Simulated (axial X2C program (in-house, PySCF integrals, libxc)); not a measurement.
**Worked dissociation energy of CaN⁺: MP2, spin-free**

All values were computed with an in-house relativistic program for diatomic molecules. Spin-free means the one-electron spin-free X2C Hamiltonian. Basis: Ca dyall-cv3z [11s12p6d4f], N dyall-av3z [7s7p3d2f] (cores contracted in-house); Gaussian nuclei, density fitting, unrestricted open shells. Masses: Ca 39.963 u, N 14.003 u.

Molecular state: M_S = 1, Λ = 0 (beyond evenly filled blocks: π+α, π-α).

Correlated methods: 14 electrons correlated (number of frozen shells: Ca 2 s, 1 p; N 1 s), 252 virtual spin orbitals or spinors in MP2.

```
E(Ca+) (2M_S = 1, M_L = 0) : -679.698417 hartree
E(N) (2M_S = 3, M_L = 0)   : -54.533472 hartree
E(CaN⁺) at Re              : -734.267880 hartree
ωe                         : 517.3 cm⁻¹
```

Task: Work out De and D0.

Result: De = -679.698417 + (-54.533472) − (-734.267880) = 0.03599 hartree = 0.979 eV. The zero-point energy is ωe/2 = 259 cm⁻¹ = 0.032 eV, so D0 = 0.947 eV.

The state is a single determinant with fixed occupations, the lowest that a limited PBE0 search found. Dissociation energies refer to the lowest single-determinant-based atoms at the same level and basis. Other states lie close and PBE0, whose exact exchange favours high spin, may order them wrongly; the determinant shown need not be the ground state. The nearest other spin-free determinant of the search, M_S = 1, Λ = 1, lies 0.42 eV up at the distance of the search. Some points did not converge and are left out.

Each atomic determinant is the lowest at this level and need not be a pure term. Totals compare only within one Hamiltonian and basis.
